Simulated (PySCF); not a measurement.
An excited-state job on `B/C=C(\Cl)C=C`.

Computed with TDDFT wB97X-D/def2-SVPD, vertical, gas phase, core orbitals frozen in the response (PySCF 2.14.0, density-fitted response routines). Geometry: GFN2-xTB. The command runs a driver script over a list of jobs; the input below is this job's line of settings and its coordinates in Å.

Command:
```bash
OMP_NUM_THREADS=1 python probes_run.py task.json out
```

Input:
```
{"job": {"kind": "uv", "xc": "wB97X-D", "basis": "def2-SVPD", "nstates": 8, "ntriplets": 3}, "charge": 0, "multiplicity": 1}
B      2.579715     0.134953    -0.023142
C      1.097292     0.218973    -0.413768
C      0.017761    -0.063045     0.350163
Cl     0.198928    -0.583898     1.982422
C     -1.346405     0.046255    -0.129524
C     -2.442301    -0.216763     0.576243
H      3.389266     0.451239    -0.805655
H      2.909185    -0.239108     1.033452
H      0.842879     0.539046    -1.419251
H     -1.429194     0.369762    -1.159080
H     -3.423239    -0.114480     0.145820
H     -2.392687    -0.543620     1.601014
```

Output:
```
coarse grid: 10776 points
cycle   1  E = -640.5651036482  dE =  8.088e-01  |g| = 3.959e-01  |ddm| = 5.766e+00
cycle   2  E = -640.5694100083  dE = -4.306e-03  |g| = 4.340e-01  |ddm| = 2.012e+00
cycle   3  E = -640.6132221933  dE = -4.381e-02  |g| = 4.389e-02  |ddm| = 1.142e+00
cycle   4  E = -640.6138738042  dE = -6.516e-04  |g| = 2.140e-02  |ddm| = 1.502e-01
cycle   5  E = -640.6140127041  dE = -1.389e-04  |g| = 5.747e-03  |ddm| = 6.606e-02
cycle   6  E = -640.6140243651  dE = -1.166e-05  |g| = 1.943e-03  |ddm| = 1.736e-02
cycle   7  E = -640.6140267768  dE = -2.412e-06  |g| = 9.027e-04  |ddm| = 7.313e-03
final grid: 100024 points
cycle   8  E = -640.6946212630  dE = -8.038e-05  |g| = 3.231e-03  |ddm| = 1.914e-01
cycle   9  E = -640.6946235961  dE = -2.333e-06  |g| = 1.798e-03  |ddm| = 2.131e-02
cycle  10  E = -640.6946243420  dE = -7.459e-07  |g| = 7.277e-04  |ddm| = 5.036e-03
cycle  11  E = -640.6946244934  dE = -1.514e-07  |g| = 2.670e-04  |ddm| = 2.351e-03
cycle  12  E = -640.6946245172  dE = -2.374e-08  |g| = 5.054e-05  |ddm| = 8.646e-04
cycle  13  E = -640.6946245194  dE = -2.284e-09  |g| = 3.460e-05  |ddm| = 2.436e-04
cycle  14  E = -640.6946245200  dE = -5.704e-10  |g| = 8.015e-06  |ddm| = 1.468e-04
converged SCF energy = -640.6946245200

Static polarisability (au): isotropic 84.674, principal 49.952 75.108 128.961

Singlet excitations
state   eV       nm        f      main configurations
  1   4.6017    269.4   0.49700   H->L 0.94
  2   5.1592    240.3   0.00093   H-2->L 0.75, H-3->L 0.18
  3   5.5298    224.2   0.00001   H-3->L 0.75, H-2->L 0.18
  4   5.6985    217.6   0.11490   H-1->L 0.87
  5   5.7067    217.3   0.00875   H-4->L 0.83
  6   6.9396    178.7   0.00017   H->L+1 0.71, H->L+5 0.09, H->L+3 0.09
  7   7.1353    173.8   0.00164   H-5->L 0.90
  8   7.2701    170.5   0.05530   H->L+2 0.93

Triplet excitations (Tamm-Dancoff, eV): 2.6900 4.3558 4.8074
```

The SCF starts on a coarse grid where the log names one; the energy can jump when the final grid takes over, and dE then counts from the start density on the new grid. H and L stand for HOMO and LUMO; the number after each pair is its weight.

Problem. Give S1 in cm⁻¹ and kJ/mol.

Solution. 4.6017 eV × 8065.54 = 37115 cm⁻¹; × 96.485 = 444.0 kJ/mol.

Problem. Give the mean polarisability as a volume in Å³, and the ratio of the largest to the smallest principal value.

Solution. 84.674 au × 0.148185 = 12.55 Å³; 128.961/49.952 = 2.58.

Summary of the converged run: HOMO -9.22 eV, LUMO -0.95 eV; lowest singlet 4.60 eV; lowest triplet 2.69 eV (Tamm–Dancoff); mean polarisability 84.7 au.

Problem. Estimate the wall time. Hardware: an Arm Neoverse V1 with one thread, shared host with 32 logical CPUs at a one-minute load of 28. And the peak memory of the process?

Solution. About 25 s, with 0.80 GiB resident at the peak, the Python interpreter and its libraries included.

One conformer stands for the species.
Labels such as C1 count atoms from 1, the log's own numbers from 0.

wB97X-D is run here without its empirical dispersion term; that term would change no orbital, density or response property at a fixed geometry.
